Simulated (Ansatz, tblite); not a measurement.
Removing and adding an electron: ReO3(NH2) (ReNO₃H₂). The state is a singlet with charge 0. Geometry: r2SCAN-D4/def2-SVP. Ansatz, gas phase; energy differences of separate SCF runs; the oxidised species was run as a doublet alone; the reduced species was run as a doublet alone.

| atom | x (Å) | y (Å) | z (Å) |
| --- | --- | --- | --- |
| Re1 | -0.0887 | 0.6291 | -0.3878 |
| O2 | 1.4318 | 1.1015 | -1.0218 |
| O3 | -1.1671 | 0.3281 | -1.6815 |
| O4 | -0.6523 | 1.8633 | 0.6553 |
| N5 | 0.0653 | -0.9888 | 0.6320 |
| H6 | -0.0095 | -1.9161 | 0.2179 |
| H7 | 0.4204 | -1.0171 | 1.5860 |

In the def2 sets Re takes a core potential; there is no spin–orbit coupling. The xTB rows come from tblite. HOMO above LUMO, or a gap near zero within one spin, warns that the state may not be the lowest or that an electron is smeared out.

```
               level  −HOMO (eV)  vertical IE (eV)  −LUMO (eV)  vertical EA (eV)  HOMO–LUMO gap (eV)  IE − EA (eV)                       remarks
            GFN1-xTB       14.22             18.02       11.96              8.21                2.25          9.81                             –
            GFN2-xTB       12.74             16.21       10.13              6.65                2.61          9.56                             –
r2SCAN-D4/def2-TZVPD        7.88                 –        3.70              0.69                4.18             –  HOMO above zero (-1 doublet)
  PBE0-D4/def2-TZVPD        9.00                 –        3.03              0.99                5.97             –  HOMO above zero (-1 doublet)
```

Q: Estimate the rows for PBE-D4/def2-TZVP, PBE-D4/def2-TZVPD, r2SCAN-D4/def2-TZVP, PBE0-D4/def2-TZVP.

A: 
| level | −HOMO (eV) | vertical IE (eV) | −LUMO (eV) | vertical EA (eV) | HOMO–LUMO gap (eV) | IE − EA (eV) | remarks |
| --- | --- | --- | --- | --- | --- | --- | --- |
| PBE-D4/def2-TZVP | 7.51 | 10.76 | 3.67 | – | 3.84 | – | gap within one spin near zero (+1 doublet) |
| PBE-D4/def2-TZVPD | 7.56 | – | 3.74 | 0.61 | 3.82 | – | HOMO above zero (-1 doublet) |
| r2SCAN-D4/def2-TZVP | 7.86 | 10.88 | 3.67 | – | 4.19 | – | – |
| PBE0-D4/def2-TZVP | 8.97 | 11.05 | 2.99 | – | 5.98 | – | – |

   A HOMO above zero means that the electron is unbound at that level or that self-interaction error raises the level; the energy of removing that electron tells which. Raw xTB energy differences between charge states are shifted by several eV; the methods need an empirical correction for them.
